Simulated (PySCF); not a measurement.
**Exercise with solution: dipole moment from atomic charges**

B(Cl)(Br)(OH) (BBrClHO), SMILES OB(Br)Cl. Atoms are numbered in the order given.

```xyz
5

B      0.4424     0.5768     0.0000
Cl    -0.7238     1.9123     0.0000
Br    -0.1717    -1.2440     0.0000
O      1.7630     0.8011     0.0000
H      1.9993     1.7394     0.0000
```

The structure is a stationary point at B3LYP-D3(BJ)/def2-SVP. The values are those of a single conformer.

Charges (e) from B3LYP/def2-TZVPD (PySCF):

```csv
atom,ESP fit,IAO
B1,0.256,0.261
Cl2,-0.126,-0.099
Br3,-0.069,-0.033
O4,-0.465,-0.518
H5,0.404,0.389
```

The dipole moment of the full density is 1.81 D.

Q: What dipole moment does each set of point charges give, and which comes closer to that of the density?

A: 
μ = Σ q r, and 1 e Å = 4.8032 D.
ESP fit: Σ q r = (0.204, 0.323, 0.000) e Å, |μ| = 1.83 D.
IAO: Σ q r = (0.057, 0.264, 0.000) e Å, |μ| = 1.30 D.
ESP fit comes closer in size. Point charges leave out the atoms' own dipoles (lone pairs, polarised bonds); fits to the potential absorb them, partitions of the density don't.
